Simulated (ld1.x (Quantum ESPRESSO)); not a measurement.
## molybdenum (Mo), TM semilocal: configuration errors across variants

ld1.x (Quantum ESPRESSO) 7.5 input, shortened:

```
&input
   title='Mo', zed=42., rel=1, dft='PBE', iswitch=3,
   config='[Kr] 4d5 5s1 5p0'
 /
 &inputp
   pseudotype=1, tm=.true., lloc=0,
   nlcc=.false.
 /
3
5P  2  1   0.00   0.00  3.35  3.35  0.0
4D  3  2   5.00   0.00  2.10  2.10  0.0
5S  1  0   1.00   0.00  2.60  2.60  0.0
 &test
   configts(1)='4d5 5s1 5p0'
 /
```

All-electron excitation energies from the reference (eV): (1) 4d5 5s0 5p0 6.890; (2) 4d4 5s0 5p0 22.352; (3) 4d3 5s0 5p0 49.096; (4) 4d6 5s0 5p0 0.763; (5) 4d5.5 5s0.5 5p0 0.280; (6) 4d5 5s0.5 5p0 2.727; (7) 4d4 5s1 5p1 3.740.

A semilocal file is local in each channel, so a ghost entry of none says nothing of the separable form that plane-wave codes build from it.

3 further variants failed, have other tests or another functional or relativity, and are left out.

Errors AE − PS in meV (a dash: test not solved or not reliable):

```csv
change,(1),(2),(3),(4),(5),(6),(7),bound ghosts
base,+17,+74,+61,-26,-7.9,+2.0,-43,none
wave 4d (bound): rc 2.10 bohr becomes 4d (bound): rc 1.56 bohr,+16,+78,+69,-26,-7.9,+1.8,-43,none
"all radii scaled by about 1.24 (s 3.24, p 4.16, d 2.62 bohr)",+20,+43,+10,-18,-5.3,+2.9,-28,none
```

(1) Give the same row for: wave 5s (bound): rc 2.60 bohr becomes 5s (bound): rc 3.30 bohr.

## Answers

(1) +18, +63, +33, -20, -6.1, +2.3, -39; bound ghosts: none.
